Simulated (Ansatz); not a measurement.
Basis-set extrapolation for `[OH][Al]1[O][SiH2]1` (PBE0-D4/def2-TZVP geometry, frozen core, Ansatz). Multiplicity 1, RHF reference.

```csv
,def2-TZVPP,def2-QZVPP
HF,-682.498648,-682.522533
MP2 correlation,-0.668046,-0.721806
CCSD(T) correlation,-0.714721,not run
```

Energies in hartree. Use E(X) = E(∞) + A·exp(−7.88·√X) for Hartree–Fock and E(X) = E(∞) + B·X^(−2.97) for correlation, with X = 3 and 4, and add CCSD(T) minus MP2 of the smaller set to the MP2 limit.

Problem. What is the CCSD(T) energy at the basis-set limit?

Solution. HF limit: -682.522533 + (-0.023885) × 0.13774 = -682.52582. MP2 limit: -0.721806 + (-0.053760) × 0.74074 = -0.76163. Higher-order term: -0.714721 − (-0.668046) = -0.04668. Total: -683.33413 hartree, 75.8 kcal/mol below CCSD(T)/def2-TZVPP.
